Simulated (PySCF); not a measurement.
## A ladder of Hamiltonians for Au⁷³⁺ (gold, charge +73)

Occupied: 1s1/2, 2s1/2, 2p1/2. Hartree-Fock calculated with PySCF 2.14 in an even-tempered Gaussian basis (16 s from 20 bohr⁻², ratio 2.7; 13 p from 24 bohr⁻², ratio 2.7), Gaussian nucleus throughout. NR is non-relativistic, sf-X2C the spin-free one-electron X2C Hamiltonian, X2C adds the bare one-electron spin-orbit term, X2C-SNSO screens it by Boettger's factors, DC is four-component Dirac-Coulomb, and the Gaunt and Breit terms are added at first order (total energies over the DC spinors, levels after relaxing the spinors in that mean field). QED terms are absent. Levels marked empty are virtual spinors of this ion.

```json
{"Hamiltonian": "X2C", "E (hartree)": "-10074.9221", "E − E(DC) (hartree)": "2.5330", "CPU seconds": "0.17"}
{"Hamiltonian": "X2C-SNSO", "E (hartree)": "-10071.6040", "E − E(DC) (hartree)": "5.8511", "CPU seconds": "0.17"}
{"Hamiltonian": "DC", "E (hartree)": "-10077.4551", "E − E(DC) (hartree)": "0.0000", "CPU seconds": "7.1"}
{"Hamiltonian": "DC+Gaunt", "E (hartree)": "-10064.4720", "E − E(DC) (hartree)": "12.9831", "CPU seconds": "14"}
{"Hamiltonian": "DC+Breit", "E (hartree)": "-10065.1276", "E − E(DC) (hartree)": "12.3274", "CPU seconds": "51"}
```

```
   level (eV)       X2C  X2C-SNSO        DC  DC+Gaunt  DC+Breit
        1s1/2  -89597.1  -89600.2  -89684.0  -89424.6  -89433.0
        2s1/2  -21815.1  -21816.0  -21828.4  -21800.6  -21803.1
        2p1/2  -21555.0  -21510.5  -21524.5  -21467.4  -21473.5
2p3/2 (empty)  -19155.5  -19169.4  -19172.0  -19146.0  -19152.0
3s1/2 (empty)   -9110.3   -9110.5   -9113.6   -9105.8   -9106.9
```

Weight of the small component: 1s1/2 0.0903, 2s1/2 0.0219, 2p1/2 0.0218, 2p3/2 0.0195, 3s1/2 0.00913.

Koopmans' value for the highest occupied level at DC+Breit: 21473.5 eV, against an ionisation energy of 21470 ± 90 eV (theoretical estimate listed by NIST; NIST Atomic Spectra Database, ionization energies); the former lacks relaxation, correlation, QED and recoil.

The whole ladder took 76 s of wall time on 1 thread of Intel(R) Xeon(R) Platinum 8488C (shared host), launched as `OMP_NUM_THREADS=1 python relrun2.py TASK.json OUT` (a driver that calls PySCF for each Hamiltonian).
